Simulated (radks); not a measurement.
The numbers below are computed, except where a source is named.
The mean radii <r> (bohr) of the occupied orbitals of an atom or ion are listed with their occupations. Level of theory: scalar-relativistic Kohn-Sham, Slater X-alpha with alpha = 0.667, spin-polarised, spherical densities, point nucleus (a radial shooting solver on a logarithmic mesh with Libxc functionals).

orbital  occ.      <r>
1s up       1  0.06101
1s down     1  0.06101
2s up       1   0.2804
2s down     1   0.2799
2p up       3   0.2478
2p down     3   0.2472
3s up       1   0.8534
3s down     1   0.8562
3p up       3   0.9054
3p down     3   0.9113
3d up       5    1.200
4s up       1    2.991
4s down     1    3.444

Name the element and its charge. Open shells, if any, are filled with parallel spins first.

Answer. Z = 25, manganese, charge 0: Mn in [Ar] 3d5 4s2. The 1s radius gives Z: for a bare nucleus <r> = (2 gamma + 1)/(2Z) with gamma = sqrt(1 - (Z/c)^2), 0.05933 bohr for Z = 25, and screening makes it slightly larger (0.06101 here). The occupations add up to 25, and the charge is Z minus that.
